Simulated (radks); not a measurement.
Initial-state core-level shifts of the krypton ion Kr+ when its valence configuration changes from [Ar] 3d10 4s2 4p5. All-electron calculation, scalar-relativistic Kohn-Sham, PBEsol, spin-polarised, spherical densities, finite nucleus; open shells are filled with parallel spins first; Fermi nuclear charge, rms radius 4.1884 fm. Program: a radial shooting solver on a logarithmic mesh with Libxc functionals. Shifts are changes of the shell-averaged eigenvalues in eV (positive: less bound); the change of the density at the nucleus, which sets a Mossbauer isomer shift, is in e/bohr^3, on a base of 5.005e+04.

\begin{tabular}{lrrrrr}
valence & 1s & 2s & 3s & 3p & density at nucleus \\ \hline
3d10 4s1 4p6 & -1.582 & -1.562 & -1.574 & -1.564 & -44.632 \\
3d10 4s1.5 4p5.5 & -0.794 & -0.784 & -0.790 & -0.785 & -22.226 \\
3d9 4s2 4p6 & -16.811 & -18.618 & -13.840 & -13.633 & +21.074 \\
\end{tabular}
